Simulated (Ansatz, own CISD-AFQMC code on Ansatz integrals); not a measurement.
C2H2Si, SMILES `C1=C[Si]1` (charge 0, multiplicity 1).

Z-matrix (Å, degrees):
```
C
C 1 1.3382
H 2 1.0828 1 134.96
H 1 1.0828 2 134.96 3 0.00
Si 2 1.8256 3 156.54 1 -180.00
```
Charge 0, spin multiplicity 1.

Frozen-core energies in cc-pVTZ from Ansatz (a quantum-chemistry and plane-wave program) at a geometry from B3LYP-D3(BJ)/def2-TZVP; the HF reference has <S^2> = 0.00 and the T1 diagnostic is 0.014.

```tsv
level	energy (Ha)	difference from CCSDT(Q) (mHa)
HF	-365.78417	450.52
MP2	-366.18723	47.46
CCSD	-366.20947	25.21
CCSD(T)	-366.23265	2.04
CCSDT	-366.23300	1.69
phaseless AFQMC, CISD trial (own CISD-AFQMC code on Ansatz integrals; ±0.40 mHa)	-366.23479	-0.10
CCSDT(Q)	-366.23469	0.00
```
